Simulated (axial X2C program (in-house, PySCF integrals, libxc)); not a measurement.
# MoP: bond constants with and without spin–orbit coupling

Calculated with an in-house relativistic program for diatomic molecules. Spin-free means the one-electron spin-free X2C Hamiltonian; two-component (2c) means X2C with spin–orbit coupling and atomic mean-field two-electron Coulomb and Gaunt terms, so the difference of the two also holds small scalar two-electron terms. Basis: Mo dyall-cv3z [11s12p9d5f3g], P dyall-v3z [8s7p2d1f] (cores contracted in-house); Gaussian nuclei, density fitting, unrestricted open shells. Masses: Mo 97.905 u, P 30.974 u.

State, spin-free: M_S = 3/2, Λ = 0 (beyond evenly filled blocks: σα, δ+α, δ-α); electrons by block: σα: 14, σβ: 13, π+α: 6, π+β: 6, π-α: 6, π-β: 6, δ+α: 2, δ+β: 1, δ-α: 2, δ-β: 1. Fragments: Mo + P.

State, 2c: Ω = 3/2 (⟨Sz⟩ = 1.50, ⟨Lz⟩ = 0.00 at PBE0); electrons by block: 1/2: 20, -1/2: 19, 3/2: 7, -3/2: 8, 5/2: 2, -5/2: 1. Fragments: Mo + P.

```json
{"Hamiltonian": "2c", "level": "PBE0", "Re (Å)": "2.129", "ωe (cm⁻¹)": "433.1", "Be (cm⁻¹)": "0.1581", "αe (cm⁻¹)": "0.0012", "De (eV)": "2.89", "D0 (eV)": "2.86", "μ (D)": "-3.52"}
{"Hamiltonian": "2c", "level": "CCSD", "Re (Å)": "2.153", "ωe (cm⁻¹)": "399.1", "Be (cm⁻¹)": "0.1545", "αe (cm⁻¹)": "n/a", "De (eV)": "2.23", "D0 (eV)": "2.20", "μ (D)": "n/a"}
{"Hamiltonian": "2c", "level": "CCSD(T)", "Re (Å)": "2.118", "ωe (cm⁻¹)": "462.3", "Be (cm⁻¹)": "0.1598", "αe (cm⁻¹)": "n/a", "De (eV)": "2.59", "D0 (eV)": "2.56", "μ (D)": "n/a"}
```

Spin-free values that have a 2c row agree with it to the digits that matter (0.001 Å, 0.01 eV) and are not repeated.

Correlated methods: 19 electrons correlated (number of frozen shells: Mo 3 s, 2 p, 1 d; P 2 s, 1 p), 263 virtual spin orbitals or spinors in MP2, 110 natural virtuals in coupled cluster.

Dipoles are positive if P is the positive end.

One determinant describes the state; a PBE0 search over occupations chose it and may have missed a lower one. De is counted from the lowest determinant-based energies of the atoms at the same level, without counterpoise correction. Density functionals use the spin component along the axis (collinear). CCSD and (T) use frozen natural virtuals with an MP2 correction for the truncation; (T) itself is uncorrected, so its De runs slightly low. With several unpaired electrons one determinant need not be a pure state. This is the top spin component of a Σ state; components of lower Ω are not single determinants and can lie lower. The determinant is spin-polarised beyond a pure state at some levels (its spin-free form has ⟨S²⟩ too high), which makes Re and μ there less reliable. The T1 diagnostic is large, a sign of multireference character.

No reliable constants came from HF (2c), HF (spin-free), M06 (2c), M06 (spin-free), MP2 (2c), MP2 (spin-free): no minimum in range, unconverged points, a curve that is not smooth, a change of character along it, or the two Hamiltonians disagreeing along it.

Rough cost a point (2c) on 1 thread(s) of a shared host, integrals apart: PBE0 0.9 s, CCSD(T) 29 s.

The whole task took 9.4 min on 1 thread of Arm Neoverse V1, on a shared host.
